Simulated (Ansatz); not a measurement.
Relaxation of ClF3H3NSi (9 atoms, charge 0, multiplicity 1), to a largest force component of 0.03 eV/Å in at most 50 steps.

Computed with Ansatz, RKS PBE0-D4/def2-SVP.

```xyz
9
Properties=species:S:1:pos:R:3
Si -0.137 -0.112 -0.049
F -0.335 -0.185 1.532
F 1.405 -0.021 -0.449
Cl -1.262 1.324 -0.908
F -0.645 -1.516 -0.610
N 1.084 2.310 1.302
H 1.859 1.793 0.903
H 0.496 2.700 0.575
H 0.535 1.709 1.936
```

**Question.** Where does it end, and by what steps?

**Answer.** It converged. After 7 steps the energy has fallen by 0.080 eV; H9 moved furthest, 0.27 Å.

```
step  energy less start (eV)  largest force component (eV/Å)  accepted
   0                  0.0000                           0.640       yes
   1                 -0.0574                           0.278       yes
   2                 -0.0670                           0.265       yes
   3                 -0.0739                           0.199       yes
   4                 -0.0784                           0.124       yes
   5                 -0.0797                           0.071       yes
   6                 -0.0801                           0.035       yes
   7                 -0.0803                           0.021       yes
```

```xyz
9
Properties=species:S:1:pos:R:3
Si -0.220 -0.255 -0.136
F -0.440 -0.244 1.442
F 1.334 -0.105 -0.454
Cl -1.286 1.202 -1.024
F -0.691 -1.674 -0.682
N 1.203 2.481 1.406
H 1.868 1.914 0.884
H 0.512 2.823 0.743
H 0.720 1.860 2.052
```

Whether the end is a true minimum wasn't checked by a vibrational analysis.

Time of the run: 32 s on 2 threads of Intel(R) Xeon(R) Platinum 8259CL CPU @ 2.50GHz (Skylake/Cascade Lake) (shared host), peak memory 0.26 GiB.
